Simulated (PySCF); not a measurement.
CaF₂, triplet, geometry from GFN2-xTB (such geometries of metal compounds can be far from the true shape) (a higher spin typed on purpose: for a closed-shell molecule this is an excited state); PBE0/STO-3G (PySCF).

PySCF was given this input:
```python
from pyscf import gto, scf, dft

mol = gto.Mole()
mol.atom = '''
    Ca    0.012812   -0.002124   -0.004789
    F    -0.254239    1.494489   -1.298616
    F     0.225767   -1.489769    1.309258
'''
mol.basis = 'sto-3g'
mol.charge = 0
mol.spin = 2
mol.verbose = 4
mol.build()

mf = dft.UKS(mol)
mf.xc = 'pbe0'
mf.grids.becke_scheme = dft.gen_grid.stratmann
mf.kernel()
mf.analyze()
```

It wrote (shortened):

```
PySCF version 2.14.0

[INPUT] verbose = 4
[INPUT] num. atoms = 3
[INPUT] num. electrons = 38
[INPUT] charge = 0
[INPUT] spin (= nelec alpha-beta = 2S) = 2
[INPUT] symmetry False subgroup None
[INPUT] Mole.unit = angstrom
[INPUT] Symbol           X                Y                Z      unit          X                Y                Z       unit  Magmom
[...]
nuclear repulsion = 106.16605888096
number of shells = 13
number of NR pGTOs = 69
number of NR cGTOs = 23
basis = sto-3g
ecp = {}

******** <class 'pyscf.dft.uks.UKS'> ********
method = UKS
initial guess = minao
damping factor = 0
level_shift factor = 0
DIIS = <class 'pyscf.scf.diis.CDIIS'>
diis_start_cycle = 1
diis_space = 8
diis_damp = 0
SCF conv_tol = 1e-09
SCF conv_tol_grad = None
SCF max_cycles = 50
direct_scf = True
direct_scf_tol = 1e-13
number electrons alpha = 20  beta = 18
XC library pyscf.dft.libxc version 7.1.2
    S. Lehtola, C. Steigemann, M. J. T. Oliveira, and M. A. L. Marques,  SoftwareX 7, 1–5 (2018)
XC functionals = pbe0
    C. Adamo and V. Barone,  J. Chem. Phys. 110, 6158 (1999)
    M. Ernzerhof and G. E. Scuseria,  J. Chem. Phys. 110, 5029 (1999)
radial grids:
    Treutler-Ahlrichs [JCP 102, 346 (1995); DOI:10.1063/1.469408] (M4) radial grids

becke partition: Stratmann, Scuseria, Frisch. CPL, 257, 213 (1996); DOI:10.1016/0009-2614(96)00600-8
pruning grids: <function nwchem_prune>
grids dens level: 3
symmetrized grids: False
atomic radii adjust function: <function treutler_atomic_radii_adjust>
small_rho_cutoff = 0
Set gradient conv threshold to 3.16228e-05
tot grids = 48952
init E= -866.553986018943

cycle= 1 E= -866.896758441537  delta_E= -0.343  |g|= 0.195  |ddm|= 1.79
cycle= 2 E= -866.836403011032  delta_E= 0.0604  |g|= 0.363  |ddm|= 1.46

cycle= 3 E= -866.974189349064  delta_E= -0.138  |g|= 0.0201  |ddm|= 0.731

cycle= 4 E= -866.97474373757  delta_E= -0.000554  |g|= 0.00269  |ddm|= 0.0489

cycle= 5 E= -866.97476848092  delta_E= -2.47e-05  |g|= 0.000808  |ddm|= 0.0162

cycle= 6 E= -866.974769129385  delta_E= -6.48e-07  |g|= 0.00198  |ddm|= 0.00823

cycle= 7 E= -866.974773546892  delta_E= -4.42e-06  |g|= 0.000471  |ddm|= 0.00415

cycle= 8 E= -866.974775960252  delta_E= -2.41e-06  |g|= 0.00048  |ddm|= 0.00393

cycle= 9 E= -866.974751406623  delta_E= 2.46e-05  |g|= 0.000225  |ddm|= 0.0574

cycle= 10 E= -866.974747728335  delta_E= 3.68e-06  |g|= 6.71e-05  |ddm|= 0.0289

cycle= 11 E= -866.974747679227  delta_E= 4.91e-08  |g|= 3.59e-05  |ddm|= 0.0044

cycle= 12 E= -866.974747682211  delta_E= -2.98e-09  |g|= 2.02e-05  |ddm|= 0.000391

cycle= 13 E= -866.974747683399  delta_E= -1.19e-09  |g|= 9.53e-07  |ddm|= 0.000133

cycle= 14 E= -866.974747683406  delta_E= -7.28e-12  |g|= 7.44e-07  |ddm|= 2.59e-05

Extra cycle  E= -866.974747683416  delta_E= -9.55e-12  |g|= 9.34e-07  |ddm|= 6.93e-06
converged SCF energy = -866.974747683416  <S^2> = 2.0001761  2S+1 = 3.0001174
**** SCF Summaries ****
Total Energy =                        -866.974747683415671
Nuclear Repulsion Energy =             106.166058880959838
One-electron Energy =                -1410.253504225513097
Two-electron Energy =                  437.112697661137588
Two-electron Coulomb Energy =          494.111236875477630
DFT Exchange-Correlation Energy =      -56.998539214340028
**** MO energy ****
                             alpha | beta                alpha | beta
[...]
To work with the spin densities directly, `use mulliken_meta_spin()` only printing them here.

 ** Mulliken spin pop alpha/beta on meta-lowdin orthogonal AOs **
 ** Mulliken Spin Density (per AO)  **
spin_pop of  0 Ca 1s        0.00000
spin_pop of  0 Ca 2s        0.00003
spin_pop of  0 Ca 3s        0.00005
spin_pop of  0 Ca 4s        0.67586
spin_pop of  0 Ca 2px      -0.00000
spin_pop of  0 Ca 2py       0.00001
spin_pop of  0 Ca 2pz       0.00000
spin_pop of  0 Ca 3px      -0.00015
spin_pop of  0 Ca 3py       0.00289
spin_pop of  0 Ca 3pz       0.00215
spin_pop of  0 Ca 4px       0.00172
spin_pop of  0 Ca 4py       0.00956
spin_pop of  0 Ca 4pz       0.00764
spin_pop of  1 F 1s        0.00000
spin_pop of  1 F 2s        0.01426
spin_pop of  1 F 2px       0.01390
spin_pop of  1 F 2py       0.36024
spin_pop of  1 F 2pz       0.26173
spin_pop of  2 F 1s        0.00000
spin_pop of  2 F 2s        0.01426
spin_pop of  2 F 2px       0.00461
spin_pop of  2 F 2py       0.35055
spin_pop of  2 F 2pz       0.28070
 ** Mulliken Spin Density (per atom)  **
spin density of  0 Ca =      0.69975
spin density of  1 F =      0.65013
spin density of  2 F =      0.65012
 ** Mulliken pop alpha/beta on meta-lowdin orthogonal AOs **
 ** Mulliken pop       alpha | beta **
[...]
In total            20.00000 | 18.00000
 ** Mulliken atomic charges   ( Nelec_alpha | Nelec_beta ) **
charge of  0Ca =      0.39368  (    10.15304      9.45329 )
charge of  1F =     -0.19683  (     4.92348      4.27335 )
charge of  2F =     -0.19684  (     4.92348      4.27336 )
Dipole moment(X, Y, Z, Debye): -0.09364,  0.01565,  0.03513
```
